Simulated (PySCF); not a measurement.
TeF₃, SMILES [Te+](F)(F)F, charge +1. Atoms are numbered in the order given.

```xyz
4

Te     0.0000     0.0000     0.3287
F      1.3907    -0.8029    -0.6330
F     -1.3907    -0.8029    -0.6330
F      0.0000     1.6059    -0.6330
```
Charge +1, spin multiplicity 1.

Coordinates come from a B3LYP-D3(BJ)/def2-SVP optimisation. The multiplicity is an assumed one; other spin states were not compared. The isomer is the one that the SMILES or the coordinates give; other isomers of the formula were not compared. The def2 effective core potentials stand for the cores of Te; spin–orbit coupling is left out.

The numbers are results of PySCF with PBE0/def2-TZVPD, not measurements.

The molecule is in vacuum.

Computed frontier levels, gap, dipole moment and polarisability:
| Quantity | Value |
|---|---|
| highest occupied level | -18.18 eV |
| lowest empty level | -9.77 eV |
| orbital gap | 8.41 eV |
| dipole moment about the centre of nuclear charge | 3.74 D |
| mean static polarisability | 31.4 bohr³ (4.65 Å³) |
| polarisability, principal values | 27.8, 33.1, 33.1 bohr³ |
